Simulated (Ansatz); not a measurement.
Name a neutral molecule of C, Ge, Se and H with HOMO energy (PBE/def2-TZVPP) between -5.10 and -4.80 eV and HOMO–LUMO gap (PBE/def2-TZVPP) between 3.90 and 4.20 eV (Ansatz, PBE0-D4/def2-TZVP geometry).

`[SeH][CH]1[CH2][GeH2]1` (-5.05 eV, 3.97 eV). Other molecules can fit too; these were computed, each in one conformer that needn't be the lowest.
